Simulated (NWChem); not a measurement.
System: HSe anion

The following NWChem deck was run.

```
start job
memory heap 200 mb stack 900 mb global 1100 mb
charge -1
geometry units angstroms noautoz
  Se     0.000000     0.000000    -0.093294
  H      0.000000     0.000000     1.389878
end
basis spherical
  * library def2-svpd
end
dft
  xc revpbe cpbe96
  iterations 150
  mulliken
end
task dft energy
```

NWChem printed, in part:

```
             Northwest Computational Chemistry Package (NWChem) 7.3.0
             --------------------------------------------------------

 ORDER OF PRIMARY AXIS IS BEING SET TO 4
 C4V symmetry detected

                             Geometry "geometry" -> ""
                             -------------------------

 Output coordinates in angstroms (scale by  1.889725989 to convert to a.u.)

  No.       Tag          Charge          X              Y              Z
 ---- ---------------- ---------- -------------- -------------- --------------
    1 Se                  34.0000     0.00000000     0.00000000    -0.04237634
    2 H                    1.0000     0.00000000     0.00000000     1.44079566

 Effective nuclear repulsion energy (a.u.)      12.1307754367

      Symmetry information
      --------------------

 Group name             C4v
 Group number             18
 Group order               8
 No. of unique centers     2

  pbe96 is a nonlocal functional; adding pw91lda local functional.

                                 NWChem DFT Module
                                 -----------------

 Summary of "ao basis" -> "ao basis" (spherical)
 ------------------------------------------------------------------------------
       Tag                 Description            Shells   Functions and Types
 ---------------- ------------------------------  ------  ---------------------
 Se                        def2-svpd                15       41   6s5p4d
 H                         def2-svpd                 4        8   2s2p

      Symmetry analysis of basis
      --------------------------

        a1         19
        a2          0
        b1          4
        b2          4
        e          22

            General Information
            -------------------
          SCF calculation type: DFT
          Wavefunction type:  closed shell.
          No. of atoms     :     2
          No. of electrons :    36
           Alpha electrons :    18
            Beta electrons :    18
          Charge           :    -1
          Spin multiplicity:     1
          Use of symmetry is: on ; symmetry adaption is: on
          Maximum number of iterations: 150
          AO basis - number of functions:    49
                     number of shells:    19
          Convergence on energy requested:  1.00D-06
          Convergence on density requested:  1.00D-05
          Convergence on gradient requested:  5.00D-04

              XC Information
              --------------
                        RevPBE Exchange Functional  1.000
            Perdew 1991 LDA Correlation Functional  1.000 local
           PerdewBurkeErnz. Correlation Functional  1.000 non-local

             Grid Information
             ----------------
          Grid used for XC integration:  medium
          Radial quadrature: Mura-Knowles
          Angular quadrature: Lebedev.
          Tag              B.-S. Rad. Rad. Pts. Rad. Cut. Ang. Pts.
          ---              ---------- --------- --------- ---------
          Se                  1.15      112           9.0       590
          H                   0.35       45           8.0       434
          Grid pruning is: on
          Number of quadrature shells:   157
          Spatial weights used:  Erf1

      Superposition of Atomic Density Guess
      -------------------------------------

 Sum of atomic energies:       -2400.01313980

 Renormalizing density from      35.00 to     36

      Non-variational initial energy
      ------------------------------

 Total energy =   -2440.786970
 1-e energy   =   -3463.424210
 2-e energy   =    1010.506465
 HOMO         =       0.140950
 LUMO         =       0.262280

      Symmetry analysis of molecular orbitals - initial
      -------------------------------------------------

 !! scf_movecs_sym_adapt:    8 vectors were symmetry contaminated

  Symmetry fudging

 !! scf_movecs_sym_adapt:    6 vectors were symmetry contaminated

  Numbering of irreducible representations:

     1 a1          2 a2          3 b1          4 b2          5 e

  Orbital symmetries:

     1 a1          2 a1          3 a1          4 e           5 e
     6 a1          7 a1          8 e           9 e          10 a1
    11 e          12 e          13 b1         14 b2         15 a1
    16 a1         17 e          18 e          19 a1         20 a1
    21 e          22 e          23 a1         24 e          25 e
    26 b2         27 b1         28 a1

     ---------------------------------------------
      Total Density - Mulliken Population Analysis
     ---------------------------------------------

    Atom       Charge   Shell Charges
 -----------   ------   -------------------------------------------------------
    1 Se  34    35.10   2.00  2.00  1.97  0.87  1.11  0.02  5.99  5.89  1.00  2.37  1.85  7.51  2.35  0.14  0.02
    2 H    1     0.90   0.64  0.23  0.02  0.01

   convergence    iter        energy       DeltaE   RMS-Dens  Diis-err
 ---------------- ----- ----------------- --------- --------- ---------
 d= 0,ls=0.0,diis     1  -2400.8234467888 -2.41D+03  1.04D-01  1.94D+01
 d= 0,ls=0.0,diis     2  -2400.5707189339  2.53D-01  7.30D-02  1.67D+01
 d= 0,ls=0.0,diis     3  -2401.6726825020 -1.10D+00  1.47D-02  2.40D-01
 d= 0,ls=0.0,diis     4  -2401.6919295655 -1.92D-02  5.87D-03  8.07D-02
 d= 0,ls=0.0,diis     5  -2401.7100509533 -1.81D-02  5.57D-04  7.09D-04
  Resetting Diis
 d= 0,ls=0.0,diis     6  -2401.7101713033 -1.20D-04  2.76D-04  5.28D-05
 d= 0,ls=0.0,diis     7  -2401.7101813422 -1.00D-05  2.12D-04  9.57D-06
 d= 0,ls=0.0,diis     8  -2401.7101786853  2.66D-06  1.16D-04  2.89D-05
 d= 0,ls=0.0,diis     9  -2401.7101835501 -4.86D-06  1.32D-05  2.99D-07
 d= 0,ls=0.0,diis    10  -2401.7101836075 -5.74D-08  3.86D-06  2.97D-08

         Total DFT energy =    -2401.710183607530
      One electron energy =    -3376.999720516380
           Coulomb energy =     1050.627420089803
    Exchange-Corr. energy =      -87.468658617645
 Nuclear repulsion energy =       12.130775436692

 Numeric. integr. density =       35.999991333287

                  Occupations of the irreducible representations
                  ----------------------------------------------

                     irrep           alpha         beta
                     --------     --------     --------
                     a1                8.0          8.0
                     a2                0.0          0.0
                     b1                1.0          1.0
                     b2                1.0          1.0
                     e                 8.0          8.0

                       DFT Final Molecular Orbital Analysis
                       ------------------------------------

 Vector   16  Occ=2.000000D+00  E=-9.611625D-02  Symmetry=a1
              MO Center= -2.0D-16, -1.8D-16,  3.0D-01, r^2= 2.0D+00
   Bfn.  Coefficient  Atom+Function         Bfn.  Coefficient  Atom+Function
  ----- ------------  ---------------      ----- ------------  ---------------
    42      0.384986  2 H  s                 15      0.364429  1 Se pz
    18      0.338582  1 Se pz                 4     -0.308088  1 Se s
    12     -0.241560  1 Se pz                 3      0.211354  1 Se s
     5     -0.153623  1 Se s                 43      0.118662  2 H  s
     9      0.078974  1 Se pz                21      0.065766  1 Se pz

 Vector   17  Occ=2.000000D+00  E= 3.171356D-02  Symmetry=e
              MO Center= -6.2D-16, -1.3D-15,  3.5D-03, r^2= 2.5D+00
   Bfn.  Coefficient  Atom+Function         Bfn.  Coefficient  Atom+Function
  ----- ------------  ---------------      ----- ------------  ---------------
    16      0.446065  1 Se px                13      0.401438  1 Se px
    17     -0.267090  1 Se py                10     -0.257251  1 Se px
    14     -0.240368  1 Se py                19      0.188388  1 Se px
    11      0.154034  1 Se py                20     -0.112801  1 Se py
     7      0.083638  1 Se px                 8     -0.050080  1 Se py

 Vector   18  Occ=2.000000D+00  E= 3.171356D-02  Symmetry=e
              MO Center= -1.3D-15, -6.1D-16,  3.5D-03, r^2= 2.5D+00
   Bfn.  Coefficient  Atom+Function         Bfn.  Coefficient  Atom+Function
  ----- ------------  ---------------      ----- ------------  ---------------
    17      0.446065  1 Se py                14      0.401438  1 Se py
    16      0.267090  1 Se px                11     -0.257251  1 Se py
    13      0.240368  1 Se px                20      0.188388  1 Se py
    10     -0.154034  1 Se px                19      0.112801  1 Se px
     8      0.083638  1 Se py                 7      0.050080  1 Se px

 Vector   19  Occ=0.000000D+00  E= 1.615492D-01  Symmetry=a1
              MO Center= -1.4D-15,  8.1D-16,  9.2D-01, r^2= 7.6D+00
   Bfn.  Coefficient  Atom+Function         Bfn.  Coefficient  Atom+Function
  ----- ------------  ---------------      ----- ------------  ---------------
     6      1.601322  1 Se s                 43     -0.758827  2 H  s
     5     -0.361971  1 Se s                 49      0.358732  2 H  pz
    21      0.356496  1 Se pz                39      0.284497  1 Se d  0
     4     -0.210950  1 Se s                 15     -0.193150  1 Se pz
    18      0.173193  1 Se pz                 3      0.169234  1 Se s

 Vector   20  Occ=0.000000D+00  E= 1.781280D-01  Symmetry=a1
              MO Center= -5.2D-15,  3.0D-15, -7.5D-01, r^2= 1.2D+01
   Bfn.  Coefficient  Atom+Function         Bfn.  Coefficient  Atom+Function
  ----- ------------  ---------------      ----- ------------  ---------------
    21      1.269891  1 Se pz                43     -0.757360  2 H  s
     5      0.619377  1 Se s                  6     -0.184668  1 Se s
    39      0.131560  1 Se d  0              42     -0.112664  2 H  s
     3     -0.084690  1 Se s                 18     -0.060232  1 Se pz
    15     -0.059705  1 Se pz                 4      0.053804  1 Se s

[...]
```

Level: revPBE/def2-SVPD. Geometry: optimised at B3LYP/def2-SVPD. The highest occupied level is positive, so the extra electron may be held by the finite basis.
